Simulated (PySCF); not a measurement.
C4H5NO, SMILES Nc1ccco1. Atoms are numbered in the order given.

```xyz
11

N      2.0239     0.1708    -0.1786
C      0.6486     0.1639    -0.0403
C     -0.3058     1.1511    -0.0158
C     -1.5684     0.4633     0.0623
C     -1.2904    -0.8687     0.0849
O      0.0713    -1.0566     0.0206
H      2.4568     1.0508     0.0800
H      2.4824    -0.6213     0.2634
H     -0.1329     2.2235    -0.0521
H     -2.5572     0.9160     0.1012
H     -1.8912    -1.7703     0.1461
```
Charge 0, spin multiplicity 1.

Coordinates come from a B3LYP-D3(BJ)/def2-SVP optimisation. Other conformers were not sampled.

Calculation: TDA-B3LYP/def2-SVPD (PySCF 2.14.0).

Vertical excitations. 

Task: Estimate the UV-visible absorptions. (Estimate from the structure and the level; the computed values follow.)

Result: 
| state | energy (eV) | λ (nm) | f | main pairs |
|---|---|---|---|---|
| S1 | 4.80 | 259 | 0.007 | HOMO→LUMO 83 %, HOMO→LUMO+1 16 % |
| S2 | 5.65 | 219 | 0.020 | HOMO→LUMO+2 91 % |
| S3 | 5.83 | 213 | 0.245 | HOMO→LUMO+1 66 %, HOMO→LUMO 13 % |
| S4 | 6.01 | 206 | 0.026 | HOMO→LUMO+3 95 % |
| S5 | 6.47 | 192 | 0.081 | HOMO→LUMO+4 68 %, HOMO−1→LUMO+1 10 % |
| S6 | 6.49 | 191 | 0.008 | HOMO→LUMO+5 91 % |
| S7 | 6.77 | 183 | 0.014 | HOMO→LUMO+6 93 % |
| S8 | 6.96 | 178 | 0.003 | HOMO→LUMO+7 98 % |
| S9 | 7.10 | 175 | 0.014 | HOMO−1→LUMO 76 %, HOMO−1→LUMO+1 18 % |
| S10 | 7.31 | 170 | 0.004 | HOMO→LUMO+8 93 % |
| T1 | 3.76 | 330 | 0 | HOMO→LUMO+1 68 %, HOMO→LUMO 27 % |
| T2 | 4.65 | 266 | 0 | HOMO→LUMO 68 %, HOMO→LUMO+1 27 % |
| T3 | 5.08 | 244 | 0 | HOMO→LUMO+4 79 % |
| T4 | 5.60 | 221 | 0 | HOMO→LUMO+2 95 % |
Triplets are in the Tamm–Dancoff approximation.
